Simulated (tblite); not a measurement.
Species: C7H13P.
Bonds: C1–C2, C2–C3, C3–C4 (double), C4–C5, C4–C6, C6–P7, P7–C8, C3–C8. Hydrogens: H9, H10, H11 on C1; H12, H13 on C2; H14, H15, H16 on C5; H17, H18 on C6; H19 on P7; H20, H21 on C8.

The geometry is computed with GFN2-xTB (gas phase).

Task: Give the optimised bond lengths and angles.

Result: 
| bond | length (bohr) |
| --- | --- |
| C1–C2 | 2.891 |
| C2–C3 | 2.833 |
| C3=C4 | 2.512 |
| C4–C5 | 2.823 |
| C4–C6 | 2.849 |
| C6–P7 | 3.518 |
| P7–C8 | 3.517 |
| C3–C8 | 2.848 |
| C1–H9, C1–H10, C1–H11 | 2.055 |
| C2–H12, C2–H13 | 2.064 |
| C5–H14, C5–H15, C5–H16 | 2.058 |
| C6–H17, C6–H18 | 2.068 |
| P7–H19 | 2.655 |
| C8–H20, C8–H21 | 2.068 |

Bonds in one row agree within 0.02 bohr and their mean is given. A selection of angles:
| angle | degrees |
| --- | --- |
| C1–C2–C3 | 111.0 |
| C2–C3–C4 | 127.0 |
| C2–C3–C8 | 117.6 |
| C4–C3–C8 | 115.5 |
| C3–C4–C5 | 127.6 |
| C3–C4–C6 | 115.6 |
| C5–C4–C6 | 116.9 |
| C4–C6–P7 | 106.5 |
| C6–P7–C8 | 89.8 |
| C3–C8–P7 | 106.5 |

Dihedral angles: C1–C2–C3–C4 -88° (synclinal); C2–C3–C4–C5 -2° (synperiplanar); C3–C4–C6–P7 -17° (synperiplanar); C4–C6–P7–C8 22° (synperiplanar); C6–P7–C8–C3 -22° (synperiplanar); C2–C3–C8–P7 -163° (antiperiplanar). The mirror-image conformer, all signs reversed, is as good.

P7 (phosphine phosphorus) is pyramidal (angles 93.8°, 93.8° and 89.8°, sum 277.4°, 0.92 Å off the plane of its three neighbours). Of the pairs four or more bonds apart, H13···H16 is among the closest relative to their van der Waals radii: 2.17 Å, 90 % of the sum of Bondi's values. The 6 C–C bonds span 1.329 Å (C3=C4, drawn double) to 1.530 Å (C1–C2, drawn single), a spread of 0.201 Å. The 5-membered ring C3–C4–C6–P7–C8 has internal angles of 89.8° to 115.6°; it is puckered, 0.13 Å rms from its mean plane, widest ring torsion 22°.

Point group: C1 (no symmetry element, even within 0.4 Å). Its GFN2-xTB frequencies are all real (lowest 52 cm⁻¹). One conformer, not necessarily the lowest.
